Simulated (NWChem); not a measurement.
All runs are NWChem calculations. System: H₄AlN, charge 0, spin multiplicity 1, at a geometry optimised with PBE0/def2-SVP. The structure started from a generated list of species. Level: B3LYP/6-311G** (spherical d), VWN1-RPA local correlation.

Input file:

```
start mol
memory heap 200 mb stack 900 mb global 1100 mb
geometry units angstroms nocenter noautoz
  Al     0.000000     0.000000    -0.651695
  H     -1.403871     0.000000    -1.393270
  H      1.403871     0.000000    -1.393270
  N      0.000000     0.000000     1.121274
  H      0.829606     0.000000     1.704828
  H     -0.829606     0.000000     1.704828
  symmetry group C2v
end
basis spherical
  * library 6-311g**
end
dft
  xc b3lyp
  semidirect memsize 60000000 filesize 0
  iterations 100
end
task dft energy
```

Part of the output:

```
             Northwest Computational Chemistry Package (NWChem) 7.3.0
             --------------------------------------------------------

                                NWChem Input Module
                                -------------------

 Scaling coordinates for geometry "geometry" by  1.889725989
 (inverse scale =  0.529177249)

 Turning off AUTOSYM since
 SYMMETRY directive was detected!

                             Geometry "geometry" -> ""
                             -------------------------

 Output coordinates in angstroms (scale by  1.889725989 to convert to a.u.)

  No.       Tag          Charge          X              Y              Z
 ---- ---------------- ---------- -------------- -------------- --------------
    1 Al                  13.0000     0.00000000     0.00000000    -0.65169500
    2 H                    1.0000    -1.40387100     0.00000000    -1.39327000
    3 H                    1.0000     1.40387100     0.00000000    -1.39327000
    4 N                    7.0000     0.00000000     0.00000000     1.12127400
    5 H                    1.0000     0.82960600     0.00000000     1.70482800
    6 H                    1.0000    -0.82960600     0.00000000     1.70482800

 Effective nuclear repulsion energy (a.u.)      52.3307044257

            Nuclear Dipole moment (a.u.)
            ----------------------------
        X                 Y               Z
 ---------------- ---------------- ----------------
     0.0000000000     0.0000000000    -0.0000018897

      Symmetry information
      --------------------

 Group name             C2v
 Group number             16
 Group order               4
 No. of unique centers     4

      Symmetry unique atoms

     1    2    4    5


 Summary of "ao basis" -> "" (spherical)
 ------------------------------------------------------------------------------
       Tag                 Description            Shells   Functions and Types
 ---------------- ------------------------------  ------  ---------------------
 *                          6-311g**                  on all atoms

                                 NWChem DFT Module
                                 -----------------

 Summary of "ao basis" -> "ao basis" (spherical)
 ------------------------------------------------------------------------------
       Tag                 Description            Shells   Functions and Types
 ---------------- ------------------------------  ------  ---------------------
 Al                         6-311g**                12       26   6s5p1d
 H                          6-311g**                 4        6   3s1p
 N                          6-311g**                 8       18   4s3p1d

 Summary of "ao basis" -> "ao basis" (spherical)
 ------------------------------------------------------------------------------
       Tag                 Description            Shells   Functions and Types
 ---------------- ------------------------------  ------  ---------------------
 Al                         6-311g**                12       26   6s5p1d
 H                          6-311g**                 4        6   3s1p
 N                          6-311g**                 8       18   4s3p1d

      Symmetry analysis of basis
      --------------------------

        a1         32
        a2          4
        b1         20
        b2         12

            General Information
            -------------------
          SCF calculation type: DFT
          Wavefunction type:  closed shell.
          No. of atoms     :     6
          No. of electrons :    24
           Alpha electrons :    12
            Beta electrons :    12
          Charge           :     0
          Spin multiplicity:     1
          Use of symmetry is: on ; symmetry adaption is: on
          Maximum number of iterations: 100
          AO basis - number of functions:    68
                     number of shells:    36
          Convergence on energy requested:  1.00D-06
          Convergence on density requested:  1.00D-05
          Convergence on gradient requested:  5.00D-04

              XC Information
              --------------
                         B3LYP Method XC Potential
                     Hartree-Fock (Exact) Exchange  0.200
                        Slater Exchange Functional  0.800 local
                    Becke 1988 Exchange Functional  0.720 non-local
              Lee-Yang-Parr Correlation Functional  0.810
                  VWN I RPA Correlation Functional  0.190 local

             Grid Information
             ----------------
          Grid used for XC integration:  medium
          Radial quadrature: Mura-Knowles
          Angular quadrature: Lebedev.
          Tag              B.-S. Rad. Rad. Pts. Rad. Cut. Ang. Pts.
          ---              ---------- --------- --------- ---------
          Al                  1.25       88          10.0       590
          H                   0.35       45          11.0       434
          N                   0.65       49           9.0       434
          Grid pruning is: on
          Number of quadrature shells:   227
          Spatial weights used:  Erf1

          Convergence Information
          -----------------------
          Convergence aids based upon iterative change in
          total energy or number of iterations.
          Levelshifting, if invoked, occurs when the
          HOMO/LUMO gap drops below (HL_TOL):  1.00D-02
          DIIS, if invoked, will attempt to extrapolate
          using up to (NFOCK): 10 stored Fock matrices.

                    Damping( 0%)  Levelshifting(0.5)       DIIS
                  --------------- ------------------- ---------------
          dE  on:    start            ASAP                start
          dE off:    2 iters        100 iters           100 iters

      Screening Tolerance Information
      -------------------------------
          Density screening/tol_rho:  1.00D-10
          AO Gaussian exp screening on grid/accAOfunc:  14
          CD Gaussian exp screening on grid/accCDfunc:  20
          XC Gaussian exp screening on grid/accXCfunc:  20
          Schwarz screening/accCoul:  1.00D-08

      Superposition of Atomic Density Guess
      -------------------------------------

 Sum of atomic energies:        -298.18030653

      Non-variational initial energy
      ------------------------------

 Total energy =    -298.716513
 1-e energy   =    -515.784665
 2-e energy   =     164.737448
 HOMO         =      -0.360172
 LUMO         =       0.003482

      Symmetry analysis of molecular orbitals - initial
      -------------------------------------------------

  Numbering of irreducible representations:

     1 a1          2 a2          3 b1          4 b2

  Orbital symmetries:

     1 a1          2 a1          3 a1          4 a1          5 b1
     6 b2          7 a1          8 a1          9 b1         10 a1
    11 b2         12 b1         13 b2         14 a1         15 a1
    16 b1         17 a1         18 b2         19 b1         20 a1
    21 b1         22 a1

------------------------------------------------------------
EAF file 0: "./mol.aoints.0" size=524288 bytes
------------------------------------------------------------
               write      read    awrite     aread      wait
               -----      ----    ------     -----      ----
     calls:        1         0         0         0         0
   data(b): 5.24e+05  0.00e+00  0.00e+00  0.00e+00
   time(s): 0.00e+00  0.00e+00  0.00e+00  0.00e+00  0.00e+00
rate(mb/s): 0.00e+00  0.00e+00
------------------------------------------------------------

   convergence    iter        energy       DeltaE   RMS-Dens  Diis-err    time
 ---------------- ----- ----------------- --------- --------- ---------  ------
 d= 0,ls=0.0,diis     1   -299.6084870265 -3.52D+02  9.37D-03  6.50D-01     0.3
 d= 0,ls=0.0,diis     2   -299.5616202930  4.69D-02  6.94D-03  7.99D-01     0.3
 d= 0,ls=0.0,diis     3   -299.6442215996 -8.26D-02  1.67D-03  1.13D-01     0.4
 d= 0,ls=0.0,diis     4   -299.6561771222 -1.20D-02  2.18D-04  5.67D-04     0.4
 d= 0,ls=0.0,diis     5   -299.6562547219 -7.76D-05  2.09D-05  6.89D-06     0.4
 d= 0,ls=0.0,diis     6   -299.6562553120 -5.90D-07  6.09D-06  2.62D-07     0.5

         Total DFT energy =     -299.656255311967
      One electron energy =     -518.277082805992
           Coulomb energy =      193.413187268110
    Exchange-Corr. energy =      -27.123064199769
 Nuclear repulsion energy =       52.330704425684

 Numeric. integr. density =       23.999998678824

     Total iterative time =      0.3s

                  Occupations of the irreducible representations
                  ----------------------------------------------

                     irrep           alpha         beta
                     --------     --------     --------
                     a1                7.0          7.0
                     a2                0.0          0.0
                     b1                3.0          3.0
                     b2                2.0          2.0

                       DFT Final Molecular Orbital Analysis
                       ------------------------------------

 Vector   10  Occ=2.000000D+00  E=-3.451196D-01  Symmetry=a1
              MO Center= -2.5D-14,  2.0D-15, -6.3D-01, r^2= 3.0D+00
   Bfn.  Coefficient  Atom+Function         Bfn.  Coefficient  Atom+Function
  ----- ------------  ---------------      ----- ------------  ---------------
     5      0.225318  1 Al s                 47      0.204090  4 N  pz
    28      0.173657  2 H  s                 34      0.173657  3 H  s
    51      0.170981  4 N  pz                48     -0.167798  4 N  s
    15     -0.163134  1 Al pz                43      0.142842  4 N  pz
    29      0.132547  2 H  s                 35      0.132547  3 H  s

 Vector   11  Occ=2.000000D+00  E=-2.978553D-01  Symmetry=b1
              MO Center=  2.1D-14, -9.0D-17, -1.2D+00, r^2= 2.7D+00
   Bfn.  Coefficient  Atom+Function         Bfn.  Coefficient  Atom+Function
  ----- ------------  ---------------      ----- ------------  ---------------
    28      0.244578  2 H  s                 34     -0.244578  3 H  s
    29      0.208397  2 H  s                 35     -0.208397  3 H  s
    13     -0.188080  1 Al px                16     -0.173115  1 Al px
    27      0.144664  2 H  s                 33     -0.144664  3 H  s
    10      0.110531  1 Al px                 7      0.070821  1 Al px

 Vector   12  Occ=2.000000D+00  E=-2.642036D-01  Symmetry=b2
              MO Center= -3.1D-16,  5.9D-15,  9.7D-01, r^2= 1.3D+00
   Bfn.  Coefficient  Atom+Function         Bfn.  Coefficient  Atom+Function
  ----- ------------  ---------------      ----- ------------  ---------------
    50      0.459297  4 N  py                46      0.363339  4 N  py
    42      0.258615  4 N  py                17      0.095025  1 Al py
    14      0.090849  1 Al py                20      0.088610  1 Al py
    11     -0.053156  1 Al py                23      0.049506  1 Al d -1
     8     -0.033979  1 Al py

 Vector   13  Occ=0.000000D+00  E=-2.980932D-02  Symmetry=b2
              MO Center=  2.2D-16, -4.5D-14, -6.6D-01, r^2= 4.9D+00
   Bfn.  Coefficient  Atom+Function         Bfn.  Coefficient  Atom+Function
  ----- ------------  ---------------      ----- ------------  ---------------
    20      0.547528  1 Al py                17      0.428718  1 Al py
    50     -0.297802  4 N  py                14      0.195221  1 Al py
    46     -0.143603  4 N  py                42     -0.113443  4 N  py
    11     -0.111174  1 Al py                 8     -0.071945  1 Al py
    23     -0.048028  1 Al d -1

 Vector   14  Occ=0.000000D+00  E= 8.792921D-03  Symmetry=a1
              MO Center=  2.2D-16, -1.8D-13,  1.3D-01, r^2= 7.9D+00
   Bfn.  Coefficient  Atom+Function         Bfn.  Coefficient  Atom+Function
  ----- ------------  ---------------      ----- ------------  ---------------
    21      0.913504  1 Al pz                48     -0.781197  4 N  s
     6      0.520120  1 Al s                 44     -0.198802  4 N  s
    59      0.154763  5 H  s                 65      0.154763  6 H  s
    58      0.097291  5 H  s                 64      0.097291  6 H  s
    24     -0.083987  1 Al d  0              28     -0.079452  2 H  s

 Vector   15  Occ=0.000000D+00  E= 4.702427D-02  Symmetry=a1
              MO Center= -8.7D-12,  5.8D-13, -1.5D+00, r^2= 4.4D+00
   Bfn.  Coefficient  Atom+Function         Bfn.  Coefficient  Atom+Function
  ----- ------------  ---------------      ----- ------------  ---------------
     6      2.011914  1 Al s                 29     -1.211600  2 H  s
    35     -1.211600  3 H  s                 21     -0.644551  1 Al pz
    18     -0.393995  1 Al pz                 5      0.140546  1 Al s
    28     -0.138727  2 H  s                 34     -0.138727  3 H  s
    26     -0.132070  1 Al d  2               4     -0.125653  1 Al s

 center of mass
 --------------
 x =   0.00000000 y =   0.00000000 z =  -0.05266125

 moments of inertia (a.u.)
 ------------------
         138.560344858602           0.000000000000           0.000000000000
           0.000000000000         157.700587899340           0.000000000000
           0.000000000000           0.000000000000          19.140243040737

     Multipole analysis of the density
     ---------------------------------

     L   x y z        total         alpha         beta         nuclear
     -   - - -        -----         -----         ----         -------
     0   0 0 0     -0.000000    -12.000000    -12.000000     24.000000

     1   1 0 0      0.000000      0.000000      0.000000      0.000000
     1   0 1 0     -0.000000     -0.000000     -0.000000      0.000000
     1   0 0 1      0.562762      0.281382      0.281382     -0.000002

     2   2 0 0    -16.780462    -17.886048    -17.886048     18.991634
     2   1 1 0     -0.000000     -0.000000     -0.000000      0.000000
     2   1 0 1     -0.000000     -0.000000     -0.000000      0.000000
     2   0 2 0    -14.708568     -7.354284     -7.354284      0.000000
     2   0 1 1     -0.000000     -0.000000     -0.000000      0.000000
     2   0 0 2    -14.919203    -50.343174    -50.343174     85.767145

 Task  times  cpu:        0.5s     wall:        0.5s

 Total times  cpu:        0.5s     wall:        0.5s
```
